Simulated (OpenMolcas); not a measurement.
# Co3+: ligand-field states by method

Co3+ with 6 ligands (fluoride) in octahedral coordination (Oh) at 2.01 Å. A charge of +0.5 e stands 2.4 Å behind each ligand. Ligand basis ANO-RCC-VDZP.
```
Co    0.0000    0.0000    0.0000
F     2.0100    0.0000    0.0000
F     0.0000    2.0100    0.0000
F    -2.0100    0.0000    0.0000
F     0.0000   -2.0100    0.0000
F     0.0000    0.0000    2.0100
F     0.0000    0.0000   -2.0100
```

| Quantity | Value |
| --- | --- |
| Program | OpenMolcas 26.06 |
| Basis | ANO-RCC-VDZP [5s4p2d1f] |
| Scalar Hamiltonian | DKH2, point nucleus |
| Active space | 6 electrons in 5 orbitals (3d) |
| State averaging | 2S+1 = 5 even, 5 roots; 2S+1 = 3 even, 45 roots; 2S+1 = 1 even, 50 roots |
| Spin-orbit coupling | state interaction with AMFI integrals over the reference wave functions |

I. CASSCF
II. SS-CASPT2, IPEA 0.25 Eh, imaginary shift 0.1 Eh (closed shells correlated: 3s 3p and the ligand valence shells)

Spin-free states (labels of O, the rotations of Oh) in cm-1, each column counted from its own energy of the first state listed:

```tsv
State	Degeneracy	I	II
5T2	3	0	0
5E	2	7773	10800
3T1	3	18016	9940
3T2	3	21623	12860
1A1	1	22849	8880
3T1	3	24750	19450
3T2	3	27317	19470
3E	2	28530	23130
3T1	3	28823	21590
1T1	3	28835	17650
3T2	3	33277	26560
3A2	1	33670	28030
3T1	3	34306	31880
1T2	3	34503	23920
3E	2	34561	30680
1E	2	37106	27550
3A1	1	38265	35190
1A1	1	38455	27190
1T2	3	39841	29880
3T2	3	40514	33160
```

From I to II, I's first state of the same spin (5E) moves from 7773 to 10800 cm-1, by about +3000 cm-1.

From I to II, I's first state of another spin (3T1) moves from 18016 to 9940 cm-1, by about -8100 cm-1. In II another state of that kind comes below it.

χT at 300 K: I 4.23, II 4.18 cm3 K/mol.

Roots that are degenerate in the reference are averaged as groups; the widest CASPT2 spread within a group is 410 cm-1 (the 2-fold group of multiplicity 1 near 76400 cm-1 above the lowest state of its run, II). Shifts and gaps below about the spread of the groups concerned are not significant. Over all roots computed the reference weight is 0.64 to 0.71 in II; the roots of lowest weight are the least certain, and an intruder state may touch them. An orbital triplet at a regular site is open to Jahn-Teller coupling, which can distort the site and quench the lowest spin-orbit gaps and is left out. Ligand-to-metal charge-transfer states are missing. With no ligand orbital active B as a rule stays too high, so bands that hang on it stand too high and its fall with covalency is understated. Without dynamic correlation the repulsion within the d shell is too large (B by tens of per cent), so at a given field states of lower spin stand too high (holds for I). CASSCF with metal d orbitals alone favours high spin, so a ground state of lower spin is not ruled out (holds for I). With metal d orbitals alone and no dynamic correlation the field as a rule comes out too small, by tens of per cent, by up to half for chloride and softer ligands, and with too little covalency χT stands high (holds for I). This shell can be high or low spin here, a state of another spin lies low, and with metal d orbitals alone active their balance is uncertain, so the ground spin may be wrong (holds for II). A single d shell leaves out the double-shell effect, which counts most for late 3d ions, where the CASPT2 field can be off either way by tens of per cent (holds for II). These CASPT2 states fit no ligand-field parameters well, so their order and spin gaps are uncertain (holds for II). With one d shell and no ligand orbital active, 10Dq can be off by a tenth or more (holds for II). Free-ion shares, where given, are those of the reference states; single-state CASPT2 does not remix them (holds for II). The distance lies 5 % over the 1.92 Å that this model takes as the normal distance (a Shannon-type radius plus a fixed donor radius); by an R⁻⁵ law this alone changes a d-shell field by about -20 %. No measured value stands beside these numbers; the geometry was imposed, not optimised, and the real ion may take another.
